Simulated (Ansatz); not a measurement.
Gas-phase electronic energies from Ansatz, PBE0-D4/def2-TZVP geometries. CCSD(T)/CBS adds triple-zeta CCSD(T) − MP2 to the extrapolated MP2 energy (def2 sets, frozen cores). Elements past krypton have def2 core potentials. For Hf outer-core shells are correlated without core-valence functions, which leaves a few kJ/mol of doubt a bond. Each species was taken in one conformer, which may not be the lowest.

Consider the formal exchange of groups at the Hf–F bond: `[F][Hf]([Cl])([Cl])[Cl]` + `CCCOCC` → `[CH3][Hf]([Cl])([Cl])[Cl]` + `CCCOCF`.

```json
{"species": "`[F][Hf]([Cl])([Cl])[Cl]`", "CCSD(T)/CBS(def2) energy (Eh)": "-1527.34680"}
{"species": "`CCCOCC`", "CCSD(T)/CBS(def2) energy (Eh)": "-272.65322"}
{"species": "`[CH3][Hf]([Cl])([Cl])[Cl]`", "CCSD(T)/CBS(def2) energy (Eh)": "-1467.33267"}
{"species": "`CCCOCF`", "CCSD(T)/CBS(def2) energy (Eh)": "-332.58247"}
```

Task: Work out ΔE.

Result: ΔE = (-1467.33267) + (-332.58247) − (-1527.34680) − (-272.65322) = 0.08488 Eh = +53.3 kcal/mol.

Largest T1 diagnostic among the species: 0.014.
